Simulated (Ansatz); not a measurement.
```yaml
crystal:
  periodic: [false, false, false]
  atoms:
    - {symbol: N, position_ang: [-0.460499, 0.313270, 1.487161]}
    - {symbol: C, position_ang: [-0.169475, 0.083173, 0.369995]}
    - {symbol: O, position_ang: [-0.866688, 0.561074, -0.871976]}
    - {symbol: B, position_ang: [0.207622, -0.181651, -1.112279]}
    - {symbol: F, position_ang: [0.952680, -0.646305, -2.028068]}
    - {symbol: H, position_ang: [0.181938, -0.083337, 2.144716]}
basis:
  gaussian: {orbitals: aug-cc-pVDZ}
hamiltonian: {xc: {name: r2SCAN}}
accuracy: high
scf: {lower_state_search: full}
output: {forces: true}
```

```sh
$ ansatz run in.yaml --threads 2 --pin off --events-out ev --progress --plain --max-ram 4352MiB
```

Shortened log:

```
Functional definition: r2SCAN
2393 factors; integrals over basis functions are off by at most 3.1e-9 eV
mean field evaluation 1: about -7972.6316 eV, gradient 6.5e1 eV
mean field evaluation 2: about -7972.6383 eV, gradient 6.5e1 eV
mean field evaluation 4: about -7979.7496 eV, gradient 2.3e1 eV
mean field evaluation 8: about -7980.7643 eV, gradient 2.0e-1 eV
mean field evaluation 16: about -7980.7624 eV, gradient 9.5e-5 eV
mean field -7980.76236230 eV, -293.2876072595 hartree, gradient 5.8e-8 eV, S^2 0.000000; 0 other end points of the search recorded, 0 dependent functions left out
reference -7980.76236497 eV, -293.2876073578 hartree; 18, 18 occupied and 106, 106 virtual orbitals, 2393 factors
Total energy: -7980.76236497 eV, -293.2876073578 hartree
Atom 0 at    -0.460499     0.313270     1.487161 Å, force    -2.189238     1.700461     5.227324 eV/Å
Atom 1 at    -0.169475     0.083173     0.369995 Å, force     2.762707    -2.013407    -6.704891 eV/Å
Atom 2 at    -0.866688     0.561074    -0.871976 Å, force    -1.608282     1.010427    -0.842828 eV/Å
Atom 3 at     0.207622    -0.181651    -1.112279 Å, force    -0.569218     0.462858     3.737755 eV/Å
Atom 4 at     0.952680    -0.646305    -2.028068 Å, force     1.166822    -0.795326    -2.081792 eV/Å
Atom 5 at     0.181938    -0.083337     2.144716 Å, force     0.437210    -0.365012     0.664431 eV/Å
Dipole moment:     0.376949    -0.262913     0.032795 e Å
```

Run time 13 s (2 threads of an Arm Neoverse V1 on a shared host); peak host memory 0.42 GiB.
